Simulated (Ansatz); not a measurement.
`[SiH3][S][GeH3]` + `N=C1O[SiH2]1` → `[GeH3]/[N]=C1\O[SiH2]1` + `[SiH3]S` at 400 K and 1 bar (ligand exchange at a Ge–S bond).

Computed with Ansatz on PBE0-D4/def2-TZVP structures; ΔE is electronic, products minus reactants. CCSD(T)/CBS adds triple-zeta CCSD(T) − MP2 to the extrapolated MP2 energy (def2 sets, frozen cores). For Ge outer-core shells are correlated without core-valence functions, which leaves a few kJ/mol of doubt a bond. Scalar relativity is left out up to krypton. One conformer a species, not always the lowest.

```json
{"species": "`[SiH3][S][GeH3]`", "CCSD(T)/CBS energy (Eh)": "-2766.60510", "H − E (kJ/mol)": "163.4", "S (J/(mol·K))": "384.4"}
{"species": "`N=C1O[SiH2]1`", "CCSD(T)/CBS energy (Eh)": "-458.76323", "H − E (kJ/mol)": "129.7", "S (J/(mol·K))": "305.8"}
{"species": "`[GeH3]/[N]=C1\\O[SiH2]1`", "CCSD(T)/CBS energy (Eh)": "-2536.08022", "H − E (kJ/mol)": "175.6", "S (J/(mol·K))": "396.3"}
{"species": "`[SiH3]S`", "CCSD(T)/CBS energy (Eh)": "-689.27336", "H − E (kJ/mol)": "109.8", "S (J/(mol·K))": "293.0"}
```

H − E and S are ideal-gas, rigid-rotor, harmonic terms from PBE0-D4/def2-TZVP, for one conformer and one mirror image of each species. 1 Eh = 2625.50 kJ/mol, R = 8.31446 J/(mol·K).

Problem. By hand: ΔE, ΔH, ΔS and ΔG.

Solution. ΔE = (-2536.08022) + (-689.27336) − (-2766.60510) − (-458.76323) = 0.01475 Eh = 38.7 kJ/mol. Δ(H − E) = 175.6 + 109.8 − 163.4 − 129.7 = -7.7, so ΔH = 31.0 kJ/mol. ΔS = 396.3 + 293.0 − 384.4 − 305.8 = -0.9 J/(mol·K). ΔG = 31.0 − 400 × (-0.9)/1000 = 31.4 kJ/mol.

Problem. By hand: the equilibrium constant, and the temperature at which ΔG would vanish if ΔH and ΔS stayed fixed.

Solution. log₁₀ K = −ΔG/(RT ln 10) = -4.1. ΔH and −TΔS have one sign here, so there is no such temperature. One of them is within its doubt of zero, so this could turn.

The number of gas molecules stays the same, so ΔS is small and ΔH decides. A doubt of 5 kJ/mol in ΔE shifts log₁₀ K by 0.7 here. Other conformers and mirror images would add mixing entropy, several J/(mol·K) or more a flexible species. Modes under 60 cm⁻¹, often nearly free rotors, make the harmonic entropy too high. These are equilibria of isolated gas molecules and say nothing of rates. Largest T1 diagnostic: 0.017 (customary marks: 0.02 for closed shells, 0.045 for open ones).
